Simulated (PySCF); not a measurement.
BH3OS.

```xyz
6

B     -0.5666    -0.5903     0.0000
H     -1.7473    -0.7336     0.0000
O      0.2071    -1.7066     0.0000
H      1.1586    -1.5457     0.0000
S      0.0259     1.1248     0.0000
H      1.3504     0.8866     0.0000
```

The structure is a stationary point at TPSSh-D3(BJ)/def2-TZVP. One conformer was computed; it need not be the lowest.

Calculation: B3LYP/pcSseg-2 in PySCF. Non-relativistic, no solvent.

Task: Give the absolute GIAO shielding of each atom: isotropic value and principal components (ppm). (Estimate from the structure and the level; the computed values follow.)

Result: 
```tsv
atom	σ(iso)	σ11	σ22	σ33	span
B1	50.1	5.1	49.3	96.1	91.0
H2	26.2	24.3	24.7	29.6	5.3
O3	149.3	12.0	176.3	259.7	247.7
H4	26.7	22.5	25.5	32.1	9.6
S5	538.1	348.1	507.1	759.0	410.9
H6	29.9	25.2	27.1	37.5	12.2
```
